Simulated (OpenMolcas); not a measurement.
An OpenMolcas run meant for Rh4+ (ANO-RCC-VDZ, DKH2; inactive shells 1s 2s 2p 3s 3p 3d 4s 4p; intended active space 5 electrons in 5 orbitals (4d)). One step of its input:

```
&CASPT2
Multistate=1 1
Frozen=8 6
IPEA=0.25
Imaginary=3.0
MaxIter=60
WThr=0.0 0.3 0.05
PrWF=0.5
NoMix
```

The run finished. Its levels beside those of a sound run (SS-CASPT2, IPEA 0.25 Eh, imaginary shift 0.1 Eh (closed shells correlated: 4s 4p)), in cm⁻¹ above each run's lowest level:

```json
{"Level": "4d⁵ ⁶S_5/2", "This run": "0.0", "Usual run": "0.0"}
{"Level": "4d⁵ ⁴P_5/2", "This run": "29979", "Usual run": "29377"}
{"Level": "4d⁵ ⁴P_3/2", "This run": "30491", "Usual run": "29884"}
{"Level": "4d⁵ ⁴G_11/2", "This run": "30379", "Usual run": "30207"}
{"Level": "4d⁵ ⁴G_9/2", "This run": "30379", "Usual run": "30207"}
{"Level": "4d⁵ ⁴G_5/2", "This run": "30379", "Usual run": "30207"}
{"Level": "4d⁵ ⁴G_7/2", "This run": "30379", "Usual run": "30207"}
{"Level": "4d⁵ ⁴P_1/2", "This run": "31293", "Usual run": "30676"}
{"Level": "4d⁵ ⁴D_7/2", "This run": "35297", "Usual run": "34796"}
{"Level": "4d⁵ ⁴D_1/2", "This run": "35682", "Usual run": "35170"}
{"Level": "4d⁵ ⁴D_3/2", "This run": "36304", "Usual run": "35782"}
{"Level": "4d⁵ ⁴D_5/2", "This run": "36384", "Usual run": "35860"}
```

**Question.** Which setting is unsound, and how much does it matter here?

**Answer.** The level shift is far above the usual 0.1 to 0.3 hartree and damps the second-order energy. Against the sound run the excited levels shown move by 420 cm-1 on average and by 620 cm-1 at most.

CASPT2 does not keep the components of a term degenerate, so their means are used; among the terms shown or strongly mixed into the levels shown the widest spread is 17 cm-1 (4d⁵ ⁴P, the sound run). Some high roots are left out of the spin-orbit mixing, which shifts the levels that they would mix with. The basis is small and was not contracted for so high a charge. Levels of configurations outside the active space are missing.
